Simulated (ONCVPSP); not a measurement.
# What one change does to a pseudopotential (F (Z = 9), ONCV)

fluorine, optimised norm-conserving Vanderbilt (ONCV), made with ONCVPSP 4.0.1 (LDA (Perdew-Wang 92), scalar-relativistic). Core [He], reference 2s2 2p5. Waves: 2s: rc 0.70 bohr, ncon 3, nbas 7, qcut 9.1 1/bohr, 2 projectors, debl 1 Ha; 2p: rc 1.60 bohr, ncon 3, nbas 7, qcut 7.9 1/bohr, 2 projectors, debl 1.7 Ha; d scattering state at 0.36 Ha: rc 1.55 bohr, ncon 5, nbas 9, qcut 6.9 1/bohr, 1 projector. Local part: polynomial inside 0.65 bohr (lpopt 5, dvloc0 0 Ha). Core correction: Teter function, fcfact 5.25, rcfact 1.65.

In the s channel the program set the typed energies aside and used -1.090, 0.250 Ha.

Change: all radii but the core radius scaled by about 0.77 (s 0.54, p 1.24, d 1.20 bohr); local potential polynomial inside 0.50 bohr (lpopt 5, dvloc0 0 Ha).

Cutoffs: the cutoffs (Ha) at which the residual kinetic energy of the hardest occupied pseudo-wave falls to 1 and 0.1 mHa per electron; they do not see the model core or the augmentation charge, which bear on the density cutoff. Errors are all-electron minus pseudo energies relative to the spin-unpolarised reference configuration.

Question: What does the change do?

Answer: The potential gets neither clearly harder nor softer (79 Ha and 275 Ha → 88 Ha and 236 Ha); the s channel sets the loose cutoff, while the largest relative change is in p, which becomes harder; of the 4 tests that both files solve, the error grows in 0 and shrinks in 4 by more than 15 % and 0.3 meV (median size 375.7 → 173.2 meV); neither file shows a bound ghost. Less of the atom is replaced, so other configurations are described better.

| quantity | base | changed |
| --- | --- | --- |
| cutoff, loose | 79 Ha | 88 Ha |
| cutoff, tight | 275 Ha | 236 Ha |
| loose cutoff by channel | s 79 Ha, p 24 Ha | s 88 Ha, p 30 Ha |
| bound ghosts | none | none |
| GHOST(+) flags under 300 eV | none | d at 277.3 eV |
| error for 2s2 2p4, meV [ΔE 19.56 eV] | +92 | +42 |
| error for 2s2 2p3, meV [ΔE 58.08 eV] | +653 | +305 |
| error for 2s2 2p2, meV [ΔE 118.82 eV] | +2280 | +1132 |
| error for 2s1 2p5, meV [ΔE 38.21 eV] | -98 | -37 |
| rms error of d²Exc/dni dnj with the model core, mHa | 1.60 | 1.40 |
